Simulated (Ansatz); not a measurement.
`[F][SnH2][F]` + CH₄ → `[CH3][SnH2][F]` + H–F at 500 K and 1 bar (formal exchange of groups at the Sn–F bond).

Calculated with Ansatz (gas phase, PBE0-D4/def2-TZVP geometries, no zero-point term in ΔE). CCSD(T)/CBS is the MP2 limit (def2-TZVPP, def2-QZVPP) plus CCSD(T) − MP2 in def2-TZVPP, frozen cores. This one scheme is used for every species. Elements past krypton have def2 core potentials. For Sn outer-core shells are correlated without core-valence functions, which leaves a few kJ/mol of doubt a bond.

```csv
species,CCSD(T)/CBS energy (Eh),H − E (kJ/mol),S (J/(mol·K))
`[F][SnH2][F]`,-414.86106,75.7,331.1
CH₄,-40.46206,135.6,206.8
`[CH3][SnH2][F]`,-354.90084,172.4,371.3
H–F,-100.39570,39.4,188.7
```

H − E and S are ideal-gas, rigid-rotor, harmonic terms from PBE0-D4/def2-TZVP. 1 Eh = 2625.50 kJ/mol, R = 8.31446 J/(mol·K).

Q: By hand: ΔE, ΔH, ΔS and ΔG.

A: ΔE = (-354.90084) + (-100.39570) − (-414.86106) − (-40.46206) = 0.02658 Eh = 69.8 kJ/mol. Δ(H − E) = 172.4 + 39.4 − 75.7 − 135.6 = 0.5, so ΔH = 70.3 kJ/mol. ΔS = 371.3 + 188.7 − 331.1 − 206.8 = 22.1 J/(mol·K). ΔG = 70.3 − 500 × (22.1)/1000 = 59.2 kJ/mol.

Q: By hand: the equilibrium constant, and the temperature at which ΔG would vanish if ΔH and ΔS stayed fixed.

A: log₁₀ K = −ΔG/(RT ln 10) = -6.2. ΔG = 0 at ΔH/ΔS = 3181 K, far beyond where these terms or the molecules hold.

ΔH outweighs TΔS. A doubt of 5 kJ/mol in ΔE shifts log₁₀ K by 0.5 here. These are equilibria of isolated gas molecules and say nothing of rates. Largest T1 diagnostic: 0.014 (customary marks: 0.02 for closed shells, 0.045 for open ones).
